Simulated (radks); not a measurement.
Results of a calculation; reference values are marked as such.
Species: Ar XII. Configuration: [He] 2s2 2p3.

Code: a radial shooting solver on a logarithmic mesh with Libxc functionals. Model: scalar-relativistic Kohn-Sham, SCAN, spin-unpolarised, spherical densities, finite nucleus; meta-GGA in the generalised Kohn-Sham scheme; Fermi nuclear charge, rms radius 3.4274 fm.

Energy parts (eV):
| part | energy |
|---|---|
| total | -12365.805 |
| kinetic | 12447.570 |
| electron-nucleus | -26686.087 |
| Hartree | 2425.714 |
| exchange-correlation | -553.002 |

Orbitals (lengths in bohr, moments of r in powers of bohr; <r^-3> diverges for s and p1/2):
[
 {"orbital": "1s", "occ.": "2", "eigenvalue (eV)": "-3556.928", "<r^-3>": "-", "<1/r>": "17.73", "<r^2>": "0.009807"},
 {"orbital": "2s", "occ.": "2", "eigenvalue (eV)": "-640.3734", "<r^-3>": "-", "<1/r>": "3.857", "<r^2>": "0.1722"},
 {"orbital": "2p", "occ.": "3", "eigenvalue (eV)": "-582.0326", "<r^-3>": "154.9", "<1/r>": "3.766", "<r^2>": "0.1393"}
]

The highest occupied level is 2p at -582.03 eV. For comparison, the ionisation energy in NIST's Atomic Spectra Database is 619.0 eV (semi-empirical). In exact Kohn-Sham theory the highest level is minus the ionisation energy, but local and semilocal functionals leave it too shallow, through self-interaction and a potential that decays too fast; potentials with the right tail come closer. The density falls to 0.001 e/bohr^3 at r = 1.16 bohr. Summed over all electrons, <r^2> = 0.7818 bohr^2, which gives a Langevin (diamagnetic) susceptibility term of -0.619 x 10^-6 cm^3/mol.

Beside tabulated values, note that spin-unpolarised runs miss the spin-polarisation part of the exchange energy of open shells.
